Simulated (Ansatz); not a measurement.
The same path of AlClH2O2 (6 atoms, charge 0, multiplicity 1) was run 3 times with different band settings. The coordinate that changes most is the dihedral H5–O1–Al2–Cl4.

Computed with RKS BLYP/def2-SVP (Ansatz 0.2.0).

Relaxed end points:

```xyz
6
Properties=species:S:1:pos:R:3
O -0.159 1.401 -0.846
Al -0.056 -0.101 -0.039
O 1.058 -0.178 1.253
Cl -1.239 -1.768 -0.609
H -0.759 1.561 -1.593
H 1.197 -0.977 1.788
```

```xyz
6
Properties=species:S:1:pos:R:3
O -0.565 1.091 -1.162
Al -0.199 -0.229 -0.141
O 0.967 -0.062 1.101
Cl -1.240 -2.033 -0.489
H -0.126 1.953 -1.061
H 1.207 -0.784 1.706
```

Common settings: spring 5.0 eV/Å²; optimiser quadratic models (default); start path through a guess of the saddle point; iteration limit 60; end points relaxed.

| run | movable images | climbing image | force threshold |
| --- | --- | --- | --- |
| 1 | 7 | yes | 0.05 eV/Å |
| 2 | 2 | no | 0.05 eV/Å |
| 3 | 7 | yes | 0.5 eV/Å |

Question: What does each run give, and how far can it be trusted?

Answer: Run 1: converged after 10 iterations, highest image 0.095 eV above the first end. A vibrational analysis at the climbing image gives one clearly imaginary mode, 323i cm⁻¹: a first-order saddle point.
Run 2: converged after 9 iterations, highest image 0.072 eV above the first end. No image climbed, so the highest image needn't sit at the top of the path. So few images can step over the top or miss a turn of the path.
Run 3: converged after 6 iterations, highest image 0.099 eV above the first end. The threshold of 0.5 eV/Å is loose, so the images may lie well off the minimum-energy path. The order of the stationary point at the top wasn't checked.
